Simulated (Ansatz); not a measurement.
`[SiH3]O[SiH]([SiH3])Cl` + H–F → `F[SiH]([SiH3])O[SiH3]` + HCl at 500 K and 1 bar (ligand exchange at the Si–Cl bond).

Isolated molecules relaxed with PBE0-D4/def2-TZVP in Ansatz; ΔE leaves out vibrations. CCSD(T)/CBS adds triple-zeta CCSD(T) − MP2 to the extrapolated MP2 energy (def2 sets, frozen cores). This one scheme is used for every species. Each species was taken in one conformer, which may not be the lowest.

| species | CCSD(T)/CBS energy (Eh) | H − E (kJ/mol) | S (J/(mol·K)) |
| --- | --- | --- | --- |
| `[SiH3]O[SiH]([SiH3])Cl` | -1406.52878 | 233.2 | 506.9 |
| H–F | -100.39570 | 39.4 | 188.7 |
| `F[SiH]([SiH3])O[SiH3]` | -1046.55730 | 234.8 | 493.1 |
| HCl | -460.38127 | 32.5 | 201.9 |

H − E and S are ideal-gas, rigid-rotor, harmonic terms from PBE0-D4/def2-TZVP, for one conformer and one mirror image of each species. 1 Eh = 2625.50 kJ/mol, R = 8.31446 J/(mol·K).

Problem. By hand: ΔE, ΔH, ΔS and ΔG.

Solution. ΔE = (-1046.55730) + (-460.38127) − (-1406.52878) − (-100.39570) = -0.01409 Eh = -37.0 kJ/mol. Δ(H − E) = 234.8 + 32.5 − 233.2 − 39.4 = -5.3, so ΔH = -42.3 kJ/mol. ΔS = 493.1 + 201.9 − 506.9 − 188.7 = -0.6 J/(mol·K). ΔG = -42.3 − 500 × (-0.6)/1000 = -42.0 kJ/mol.

Problem. By hand: the equilibrium constant, and the temperature at which ΔG would vanish if ΔH and ΔS stayed fixed.

Solution. log₁₀ K = −ΔG/(RT ln 10) = 4.4. ΔG = 0 at ΔH/ΔS = 70500 K, far beyond where these terms or the molecules hold.

The number of gas molecules stays the same, so ΔS is small and ΔH decides. A doubt of 5 kJ/mol in ΔE shifts log₁₀ K by 0.5 here. Other conformers and mirror images would add mixing entropy, several J/(mol·K) or more a flexible species. Modes under 60 cm⁻¹, often nearly free rotors, make the harmonic entropy too high. These are equilibria of isolated gas molecules and say nothing of rates. Largest T1 diagnostic: 0.013 (customary marks: 0.02 for closed shells, 0.045 for open ones).
